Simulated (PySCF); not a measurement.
# Selenium: a sound run and one with changed settings

Sound run: Se²⁺ [Ar] 3d10 4s2 4p2, Se³⁺ [Ar] 3d10 4s2 4p1. Calculation: PySCF 2.14, in cc-pVTZ-DK; the spin-free X2C one-electron Hamiltonian (Gaussian nucleus). The sound run starts from symmetry-adapted Hartree-Fock orbitals and uses a fine grid where one is needed.

A second run was set up differently.

```csv
species,method,sound run (hartree),changed run (hartree),converged
Se²⁺,UHF,-2426.98658,-2426.98658,yes
Se²⁺,TPSS,-2428.60640,-2431.05401,yes
Se²⁺,r2SCAN,-2428.64419,-2431.68106,yes
Se³⁺,UHF,-2425.84733,-2425.84733,yes
Se³⁺,TPSS,-2427.44414,-2429.36973,yes
Se³⁺,r2SCAN,-2427.47456,-2429.95654,yes
```

Ionisation energy of Se²⁺:

| method | sound run (eV) | changed run (eV) |
| --- | --- | --- |
| UHF | 31.001 | 31.001 |

Problem. What was changed?
A. angular grid far too coarse
B. basis contracted for another Hamiltonian
C. minimal basis
D. too few SCF iterations

Solution. A. It used 6 angular points. A coarse angular grid integrates products of high-l functions wrongly, so density functionals can shift, and the SCF can exploit the error; Hartree-Fock and MP2 need no grid.
